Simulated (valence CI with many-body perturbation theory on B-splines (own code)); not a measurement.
# Fe XIV: calculated level list

Method: valence CI with perturbative core correlation (CI+MBPT): three valence electrons over a frozen Dirac-Fock core [Ne], radial functions for each j: 11 s, 11 p, 10 d, 8 f, 5 g, 2 h, with the one-electron correlation potential Σ1 (screened to all orders), the two-electron term Σ2, the three-electron term Σ3, Breit, model QED; selected single and double excitations, second order for the rest, scaled by the run's own slope (own B-spline code, finite nucleus).

No measured levels were compared; by estimate levels of excited configurations hold to 0.05 to 0.15 % of their energy, terms of the ground configuration to about 0.5 %.

Levels 91 to 135 of 160, with energies above the lowest level, 3s2 3p 2P°_1/2. "Leading %" is the weight of the configuration and term that name the level; weights of strongly mixed levels are sums over their largest components and can fall short. Lifetimes count E1, E2, E3, M1 and M2 decay at the calculated energies, and are blank where another channel may lead or the interval is too uncertain; long ones can be off by a factor of two.

```
No.  Configuration  Term     J  E (cm⁻¹)  Leading %  Lifetime  Second component
 91         3p 3d2   2F°   7/2   1403700         94   45.1 ps                  
 92         3p 3d2   2D°   5/2   1407600         60   36.9 ps   14 % 3p 3d2 2F°
 93         3p 3d2   4D°   1/2   1415600         92   33.9 ps    4 % 3p 3d2 2S°
 94         3p 3d2   2S°   1/2   1418300         75   21.1 ps   18 % 3p 3d2 4P°
 95         3p 3d2   4D°   3/2   1419700         87   34.8 ps    8 % 3p 3d2 2D°
 96         3p 3d2   4D°   5/2   1423600         47   25.6 ps   38 % 3p 3d2 4F°
 97         3p 3d2   4F°   3/2   1424000         94   17.4 ps                  
 98         3p 3d2   4F°   7/2   1424400         52   23.1 ps   38 % 3p 3d2 4D°
 99         3p 3d2   4F°   5/2   1426700         56   21.7 ps   40 % 3p 3d2 4D°
100         3p 3d2   2G°   9/2   1427000         47   23.3 ps   44 % 3p 3d2 4F°
101         3s2 4s    2S   1/2   1427200         96   3.58 ps                  
102         3p 3d2   4D°   7/2   1430600         50   27.9 ps   21 % 3p 3d2 2G°
103         3p 3d2   2G°   7/2   1432900         62   24.7 ps   26 % 3p 3d2 4F°
104         3p 3d2   4F°   9/2   1434100         54   23.6 ps   32 % 3p 3d2 2G°
105         3p 3d2   4P°   3/2   1438600         94   26.6 ps                  
106         3p 3d2   4P°   1/2   1440300         78   24.4 ps   21 % 3p 3d2 2S°
107         3p 3d2   4P°   5/2   1445400         94   26.2 ps    4 % 3p 3d2 4D°
108         3p 3d2   2H°   9/2   1450000         78   48.7 ps   20 % 3p 3d2 2G°
109         3p 3d2   2H°  11/2   1460300         99   59.2 ps                  
110         3p 3d2   4D°   7/2   1460400         97   13.9 ps                  
111         3p 3d2   4D°   5/2   1460600         95   13.8 ps                  
112         3p 3d2   4D°   3/2   1460700         95   13.6 ps                  
113         3p 3d2   4D°   1/2   1461200         98   13.6 ps                  
114         3p 3d2   2P°   3/2   1472100         93   13.7 ps                  
115         3p 3d2   2P°   1/2   1479300         97   13.9 ps                  
116         3p 3d2   4S°   3/2   1492800         97   10.0 ps                  
117         3p 3d2   2F°   5/2   1497900         94   17.1 ps                  
118         3p 3d2   2F°   7/2   1500300         98   20.0 ps                  
119         3p 3d2   2D°   3/2   1513600         92   13.7 ps                  
120         3p 3d2   2D°   5/2   1519000         93   13.8 ps                  
121         3p 3d2   2P°   1/2   1522100         97   23.9 ps                  
122         3p 3d2   2F°   7/2   1534300         76   15.1 ps   17 % 3p 3d2 2G°
123         3p 3d2   2P°   3/2   1534600         94   23.8 ps                  
124         3p 3d2   2F°   5/2   1541100         97   17.1 ps                  
125         3s2 4p   2P°   1/2   1541500         94   13.9 ps                  
126         3p 3d2   2G°   9/2   1543800         98   14.4 ps                  
127         3p 3d2   2G°   7/2   1547500         77   14.8 ps   19 % 3p 3d2 2F°
128         3s2 4p   2P°   3/2   1548200         94   14.2 ps                  
129         3p 3d2   2D°   5/2   1580900         96   12.1 ps                  
130         3p 3d2   2D°   3/2   1581700         95   11.8 ps                  
131         3p 3d2   2P°   1/2   1600800         96   9.96 ps                  
132         3p 3d2   2P°   3/2   1603000         94   9.90 ps                  
133       3s 3p 4s   4P°   1/2   1660600         98   4.52 ps                  
134       3s 3p 4s   4P°   3/2   1666300         96   4.50 ps                  
135       3s 3p 4s   4P°   5/2   1678600         98   4.55 ps
```

Names give the largest LS component (configuration and term), which can be under half, so a name can repeat, a term be missing and a line seem to break the LS rules; names also repeat where a configuration has a term twice.

Where two levels of one J and parity lie close, their mixing, g and order are uncertain.
